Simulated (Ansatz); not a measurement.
A structure relaxed at PBE0-D4/def2-TZVP, charge 0, multiplicity 1:

| atom | x (Å) | y (Å) | z (Å) |
| --- | --- | --- | --- |
| N1 | 1.0817 | 1.1065 | -0.7929 |
| In2 | -0.0761 | -0.2567 | 0.1096 |
| F3 | 0.9386 | -1.6799 | 0.9843 |
| S4 | -2.4036 | -0.6214 | 0.1564 |
| H5 | 0.6892 | 2.0306 | -0.9039 |
| H6 | 2.0113 | 1.1834 | -0.4028 |
| H7 | -2.2411 | -1.7625 | 0.8493 |

(1) Give its formula and SMILES.

(2) Summarise the bond lengths by kind.

Results:

(1) FH3InNS, `[NH2][In]([F])[SH]`.

(2) 1 × In–N 2.003 Å; 2 × H–N 1.010 to 1.011 Å; 1 × F–In 1.955 Å; 1 × In–S 2.356 Å; 1 × H–S 1.345 Å.

Results of the Gaussian-basis code of Ansatz.
